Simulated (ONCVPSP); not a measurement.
**Before and after: ONCV potential for hafnium (Hf)**

```json
{"Element": "Hf", "Generator": "ONCVPSP 4.0.1", "Type": "optimised norm-conserving Vanderbilt (ONCV)", "Functional": "PBE", "Relativity": "scalar-relativistic", "Frozen core": "[Kr] 4d10", "Valence charge": "26", "Reference configuration": "4f14 5s2 5p6 5d2 6s2", "Partial waves": "5s+6s: rc 2.20 bohr, ncon 4, nbas 7, qcut 6.3 1/bohr, 2 projectors; 5p: rc 1.70 bohr, ncon 3, nbas 7, qcut 7.9 1/bohr, 2 projectors, debl 0.6 Ha; 5d: rc 2.85 bohr, ncon 4, nbas 9, qcut 6.4 1/bohr, 1 projector; 4f: rc 1.05 bohr, ncon 3, nbas 8, qcut 13.8 1/bohr, local", "Local potential": "the f channel", "Core correction": "Teter function, fcfact 1.75, rcfact 1.75"}
```

In the p channel the program set the typed energies aside and used -1.307, 0.250 Ha.

Change: core correction Teter function, fcfact 1.5, rcfact 1.65.

Cutoffs: the cutoffs (Ha) at which the residual kinetic energy of the hardest occupied pseudo-wave falls to 1 and 0.1 mHa per electron; they do not see the model core or the augmentation charge, which bear on the density cutoff. Errors are all-electron minus pseudo energies relative to the spin-unpolarised reference configuration.

Problem. How do hardness, ghosts and transferability respond?

Solution. The potential gets neither clearly harder nor softer (95 Ha and 288 Ha → 95 Ha and 288 Ha); both files keep a bound ghost (p, s); the errors of the 3 common tests hardly move. A model core, the more so a compact one, raises the density cutoff, which this test does not measure.

```tsv
quantity	base	changed
cutoff, loose	95 Ha	95 Ha
cutoff, tight	288 Ha	288 Ha
bound ghosts	s, p	s, p
GHOST(+) flags under 300 eV	d at 183.4 eV	d at 183.4 eV
tests with a reliable result	3 of 4	3 of 4
error for 4f14 5s2 5p6 5d2 6s1, meV [ΔE 7.98 eV]	-4.2	-4.1
error for 4f14 5s2 5p6 5d2 6s0, meV [ΔE 22.16 eV]	-15	-15
error for 4f14 5s2 5p5 5d2 6s2, meV [ΔE 41.02 eV]	-70	-66
s: phases at 2.24 bohr within 0.05 rad from the reference energy up to (Ha; the scan ends near 5)	4.0	4.0
p: phases at 1.73 bohr within 0.05 rad from the reference energy up to (Ha; the scan ends near 5)	to the end of the scan	to the end of the scan
d: phases at 2.89 bohr within 0.05 rad from the reference energy up to (Ha; the scan ends near 5)	4.3	4.3
f: phases at 1.06 bohr within 0.05 rad from the reference energy up to (Ha; the scan ends near 5)	0.4	0.4
rms error of d²Exc/dni dnj with the model core, mHa	2.67	2.76
```

 A true bound ghost makes a file unfit for plane-wave use even where its test errors are small: the radial tests pick states by their node count and pass the ghost by.
